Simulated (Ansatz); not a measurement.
Ideal-gas functions of B$_{2}$FGaH$_{4}$O, SMILES `[OH][GaH][BH]BF` at 400 K and 1 bar, from an Ansatz frequency run at PBE0-D4/def2-TZVP.

Molar mass 130.38 g/mol, point group C1 (symmetry number 1), electronic degeneracy 1, moments of inertia 71.619, 375.196, 421.852 u Å². Harmonic wavenumbers (cm⁻¹, unscaled): 48, 79, 125, 190, 285, 344, 461, 502, 583, 674, 681, 719, 838, 859, 931, 1097, 1332, 1988, 2522, 2603, 3906.

Use S(trans) = R[1.5 ln M + 2.5 ln T − 1.1517]; rotational temperatures θ = 24.2544 K / I; S(rot) = R[ln(√π/σ · √(T³/θAθBθC)) + 1.5]; for each mode x = 1.438777 ν̃/T, S = R[x/(eˣ − 1) − ln(1 − e⁻ˣ)] and H = RT x/(eˣ − 1); 1 cm⁻¹ = 0.0119627 kJ/mol; R = 8.31446 J/(mol·K).

**Question.** By hand: the entropy, in J/(mol·K).

**Answer.** Translation 175.7. Rotation: θ = 0.3387, 0.0646, 0.0575 K, giving 119.7. Vibration, mode by mode: 22.93, 18.80, 15.03, 11.64, 8.46, 7.05, 5.00, 4.45, 3.53, 2.73, 2.68, 2.40, 1.71, 1.61, 1.31, 0.81, 0.40, 0.05, 0.01, 0.01, 0.00, in all 110.6. Electronic 0.0. Sum 406.0 J/(mol·K).

**Question.** By hand: H − E and G − E in kJ/mol, counted from the electronic energy.

**Answer.** Zero-point energy ½ × 20767 × 0.0119627 = 124.2; thermal vibration 22.0; translation, rotation and pV give 4 RT = 13.3. H − E = 159.5 kJ/mol, and G − E = 159.5 − 400 × 406.0/1000 = -2.9 kJ/mol.

Vibration gives 27 % of the entropy, 56.8 J/(mol·K) of it from the modes under 150 cm⁻¹: soft modes count most, and the harmonic formula is weakest for them. The sum counts one conformer and one mirror image; others add a mixing term.
